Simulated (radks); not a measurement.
The nitrogen anion N3-, [Ne], held by a Watson sphere: a shell of charge +3 at radius R that stands for the Madelung well of a crystal (potential energy -3/R inside, -3/r outside, in hartree with lengths in bohr). Method: non-relativistic Kohn-Sham, PBEsol, spin-unpolarised, spherical densities, point nucleus; computed with a radial shooting solver on a logarithmic mesh with Libxc functionals. Response by self-consistent Sternheimer equations with the Hartree and adiabatic LDA kernel. The sphere does not respond.

R (bohr) = 1.96: e(1s) (eV) -375.88; e(2s) (eV) -18.586; e(2p) (eV) -7.620; <r> 2p (bohr) 1.734; sum of <r^2> (bohr^2) 28.45; X-ray form factor at sin(theta)/lambda = 0.3 1/angstrom 3.290; alpha (bohr^3) 19.52
R (bohr) = 2.3: e(1s) (eV) -376.46; e(2s) (eV) -17.052; e(2p) (eV) -6.518; <r> 2p (bohr) 1.874; sum of <r^2> (bohr^2) 33.06; X-ray form factor at sin(theta)/lambda = 0.3 1/angstrom 3.177; alpha (bohr^3) 28.81
R (bohr) = 2.51: e(1s) (eV) -376.67; e(2s) (eV) -16.278; e(2p) (eV) -5.931; <r> 2p (bohr) 1.960; sum of <r^2> (bohr^2) 36.03; X-ray form factor at sin(theta)/lambda = 0.3 1/angstrom 3.145; alpha (bohr^3) 36.46
R (bohr) = 2.61: e(1s) (eV) -376.74; e(2s) (eV) -15.953; e(2p) (eV) -5.676; <r> 2p (bohr) 2.000; sum of <r^2> (bohr^2) 37.50; X-ray form factor at sin(theta)/lambda = 0.3 1/angstrom 3.136; alpha (bohr^3) 40.72
R (bohr) = 2.71: e(1s) (eV) -376.80; e(2s) (eV) -15.654; e(2p) (eV) -5.435; <r> 2p (bohr) 2.040; sum of <r^2> (bohr^2) 38.99; X-ray form factor at sin(theta)/lambda = 0.3 1/angstrom 3.131; alpha (bohr^3) 45.44
R (bohr) = 3.27: e(1s) (eV) -376.93; e(2s) (eV) -14.386; e(2p) (eV) -4.335; <r> 2p (bohr) 2.265; sum of <r^2> (bohr^2) 48.01; X-ray form factor at sin(theta)/lambda = 0.3 1/angstrom 3.135; alpha (bohr^3) 81.99
R (bohr) = 3.74: e(1s) (eV) -376.92; e(2s) (eV) -13.728; e(2p) (eV) -3.675; <r> 2p (bohr) 2.452; sum of <r^2> (bohr^2) 56.55; X-ray form factor at sin(theta)/lambda = 0.3 1/angstrom 3.149; alpha (bohr^3) 129.5
